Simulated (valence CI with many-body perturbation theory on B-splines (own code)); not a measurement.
Valence orbitals of Er¹⁹⁺

Method: relativistic CI+MBPT: three valence electrons over a frozen Dirac-Fock core [Kr] 4d10, radial functions for each j: 7 s, 7 p, 7 d, 7 f, 4 g, 2 h, with the one-electron correlation potential Σ1 (screened to all orders), the two-electron term Σ2, the three-electron term Σ3, Breit, model QED; selected single and double excitations, second order for the rest, scaled by the run's own slope (own B-spline code, finite nucleus).

No measured levels were compared; by estimate terms of the open shell hold to a few per cent of their energy, and close levels can change places. The list stops below the first excitations out of the core.

These are the spectroscopic orbitals of the CI (the correlating ones are not listed), shaped by the core and the other valence electrons. h is the expectation value of the core's Dirac-Fock operator, without the valence repulsion; Σ1 is computed up to l = 3 at one energy for each symmetry, that of its lowest orbital but kept below the first core excitation, so for empty shells it is not the orbital's own correlation shift; Breit and QED include the response of the core.

| Orbital | h (hartree) | Σ1 (cm⁻¹) | Breit (cm⁻¹) | QED (cm⁻¹) | ⟨r⟩ (bohr) |
| --- | --- | --- | --- | --- | --- |
| 5s1/2 | -18.165 | -20527 | 1952 | 1688 | 0.9601 |
| 6s1/2 | -11.035 | -6120 | 855 | 734 | 1.590 |
| 7s1/2 | -7.4577 | -2921 | 473 | 410 | 2.351 |
| 5p1/2 | -16.886 | -19847 | 2996 | -6.3 | 0.9974 |
| 6p1/2 | -10.406 | -6224 | 1372 | -2.9 | 1.648 |
| 7p1/2 | -7.0998 | -3024 | 773 | -1.5 | 2.433 |
| 5p3/2 | -16.306 | -17523 | 1711 | 146 | 1.036 |
| 6p3/2 | -10.129 | -5776 | 796 | 67.4 | 1.695 |
| 7p3/2 | -6.944 | -2860 | 491 | 38.6 | 2.489 |
| 5d3/2 | -14.225 | -13506 | 940 | -100 | 1.117 |
| 6d3/2 | -9.0947 | -5323 | 499 | -51.3 | 1.807 |
| 7d3/2 | -6.3456 | -2766 | 293 | -29.8 | 2.649 |
| 5d5/2 | -14.109 | -12995 | 522 | -45.5 | 1.128 |
| 6d5/2 | -9.0367 | -5164 | 277 | -23.4 | 1.820 |
| 7d5/2 | -6.3121 | -2693 | 166 | -13.6 | 2.664 |
| 4f5/2 | -20.488 | -29028 | -290 | -299 | 0.5463 |
| 5f5/2 | -11.688 | -10208 | 31.0 | -72.9 | 1.231 |
| 4f7/2 | -20.417 | -28514 | -1087 | -238 | 0.5496 |
| 5f7/2 | -11.664 | -10129 | -185 | -55.4 | 1.234 |
| 5g7/2 | -9.8864 |  | -64.1 | -10.0 | 1.295 |
| 5g9/2 | -9.8853 |  | -100 | -6.8 | 1.295 |

Among the shells of the start configuration 4f3, Σ1 is largest in size for 4f5/2, where it is 0.65 % of h.

Lowest root of each symmetry, sizes in configuration state functions:

```
   J  Parity  Roots  Reference  Variational  Second order  Change by selected CI (cm⁻¹)  Change by second order (cm⁻¹)
 1/2    even     13         56         6256         12147                         -4359                             -1
 3/2    even     22        100        10752         20550                         -3257                              0
 5/2    even     28        126        13862         28726                         -3350                             -1
 7/2    even     29        126        14324         29579                         -2848                              0
 9/2    even     25        109        12711         26268                         -3028                             -1
11/2    even     17         78         9421         24001                         -2896                             -1
13/2    even     11         50         6235         16143                         -2874                             -1
15/2    even      5         25         3735          9677                         -3907                             -1
17/2    even      2         13         1922          6646                         -3822                             -1
 1/2     odd     10         68         5093         10849                         -4455                             -1
 3/2     odd     18        121         8223         22016                         -3087                             -1
 5/2     odd     21        141        10623         29107                         -2917                             -1
 7/2     odd     21        139        10905         31036                         -2964                             -1
 9/2     odd     19        119         9503         28995                         -2078                              0
11/2     odd     15         91         7938         22322                         -2000                              0
13/2     odd      9         56         6438         17550                         -1991                              0
15/2     odd      6         29         3946         10553                         -2030                              0
17/2     odd      2          8         2125          4226                         -3107                              0
```
